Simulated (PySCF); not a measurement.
**Peak assignment**

Atoms are numbered as in `[CH:1]#[C:2][C@@H:3]1[CH2:4][CH2:5][O:6][C:7](=[O:8])[C@H:9]1[CH3:10]` (H(Xn): hydrogen on atom n). Ha(C4), Ha(C5) are cis to C2 on the ring; Hb(C4), Hb(C5) are trans to C2 on the ring.

Computed data (PySCF): structure optimised with GFN2-xTB, shielding tensors at PBE0/pcSseg-1 (GIAO). A single conformation, in vacuum, rapidly exchanging positions averaged, non-relativistic.

δ = σ(ref) − σ, references computed at the same level: ¹³C (σ = 186.93 ppm) and ¹H (σ = 31.72 ppm) vs TMS.

Q: Assign these signals to the numbered atoms. ¹³C{¹H} NMR (computed): δ 177.6, 93.3, 76.6, 65.6, 42.5, 35.1, 31.4, 17.8.

A: 
177.6 → C7, ester carbonyl carbon: it is a carbonyl in resonance with an O or N lone pair, the region of acids, esters and amides
93.3 → C2, alkyne carbon: sp carbons lie upfield of alkene carbons because the cylindrical π system leaves one tensor component strongly shielded
76.6 → C1, terminal alkyne carbon: the triple bond shields along its axis, which puts it between sp3 and sp2 carbons
65.6 → C5, sp3 CH2 bonded to O: pulled downfield by the heteroatom
42.5 → C9, sp3 CH α to a carbonyl: the adjacent C=O deshields it moderately
35.1 → C4, sp3 CH2 in a ring: a saturated carbon with 2 carbon neighbours and no heteroatom attached
31.4 → C3, propargylic sp3 CH: saturated and bonded to C and H only
17.8 → C10, methyl carbon: aliphatic region, no heteroatom directly attached

Q: Assign these signals to the numbered atoms. ¹H NMR (300 MHz, computed): δ 4.41 (m, 1H), 4.34 (m, 1H), 2.37 (m, 1H), 2.34 (m, 1H), 2.13 (m, 1H), 1.86 (m, 1H), 1.68 (d, 1H), 1.40 (d, 3H).

A: 
4.41 → Ha(C5), hydrogen on an sp3 CH2 bonded to O: its carbon carries O, which withdraws density
4.34 → Hb(C5), hydrogen on an sp3 CH2 bonded to O
2.37 → H(C3), hydrogen on a propargylic sp3 CH
2.34 → H(C9), hydrogen on an sp3 CH α to a carbonyl: α to C=O
2.13 → Hb(C4), hydrogen on an sp3 CH2 in a ring
1.86 → Ha(C4), hydrogen on an sp3 CH2 in a ring
1.68 → H(C1), hydrogen on a terminal alkyne carbon: it lies on the axis of the triple bond, in its shielding cone
1.40 → H(C10), hydrogen on a methyl carbon

Ha(C5) and Hb(C5); H(C3) and H(C9) lie closer than the usual error of such a calculation, so a measured spectrum could show them in the other order.

Shifts are as computed. Against solution values, carbons near 30 ppm lie about +3 ppm off and those near 130 ppm about +5 ppm. Of 1211 compounds with measured shifts, 218 miss one by over three times the rms of a fit or turn the order of signals round; such compounds aren't used in these exercises. No couplings were computed; multiplicities are counted from neighbouring protons, with m where these are inequivalent, close in shift, in a saturated or five-membered ring or joined by F or P, and br s for small geminal =CH2 splittings.
